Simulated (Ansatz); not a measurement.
This geometry of C4H11NSi (17 atoms, charge 0, multiplicity 1) is a first-order saddle point.

All numbers below come from RKS B3LYP/def2-SVP in Ansatz 0.2.0.

```xyz
17
Properties=species:S:1:pos:R:3
C -1.851 -1.167 -0.203
C -0.417 -1.082 0.289
C 0.741 -1.097 -0.781
Si 0.643 0.444 0.262
C 0.061 2.046 -0.539
N 1.671 0.746 1.630
H -2.571 -0.970 0.610
H -2.081 -2.165 -0.618
H -2.056 -0.433 -1.001
H -0.218 -1.776 1.120
H 1.521 -1.855 -0.636
H 0.403 -1.060 -1.826
H 0.324 2.093 -1.607
H 0.518 2.908 -0.028
H -1.032 2.153 -0.454
H 1.756 0.021 2.336
H 2.571 1.196 1.486
```

(1) Which two structures does it join? (They come from a converged band through this point; their orientation in space is the band's.)

(2) How far does it lie above each of them?

Results:

(1) No bond is made or broken. The dihedral C3–Si4–C5–H15 goes from 149 to 28°. The two ends are copies of one structure, up to a mirror image or an exchange of like atoms.

Initial state:

```xyz
17
Properties=species:S:1:pos:R:3
C -1.645 -1.328 -0.631
C -0.350 -1.130 0.139
C 0.987 -0.953 -0.678
Si 0.524 0.487 0.411
C -0.052 2.078 -0.396
N 1.233 0.782 1.969
H -2.525 -1.259 0.031
H -1.675 -2.316 -1.126
H -1.774 -0.569 -1.421
H -0.237 -1.859 0.955
H 1.802 -1.641 -0.419
H 0.856 -0.874 -1.766
H -0.532 1.870 -1.365
H 0.797 2.756 -0.584
H -0.770 2.609 0.248
H 1.253 0.022 2.642
H 2.090 1.325 2.032
```

Final state:

```xyz
17
Properties=species:S:1:pos:R:3
C -1.883 -1.138 -0.164
C -0.439 -1.065 0.305
C 0.704 -1.113 -0.781
Si 0.652 0.438 0.252
C 0.101 2.037 -0.555
N 1.706 0.733 1.600
H -2.587 -0.915 0.655
H -2.132 -2.141 -0.556
H -2.089 -0.418 -0.974
H -0.239 -1.752 1.141
H 1.470 -1.885 -0.638
H 0.352 -1.082 -1.821
H 0.961 2.589 -0.971
H -0.399 2.694 0.174
H -0.595 1.833 -1.384
H 1.789 0.016 2.315
H 2.610 1.171 1.442
```

(2) 0.048 eV above the first and 0.048 eV above the second. This is the barrier of this one path; another mechanism may lie lower.

Time of the run: 3.7 min on 2 threads of Arm Neoverse V1, with other jobs on the host, peak memory 0.41 GiB.
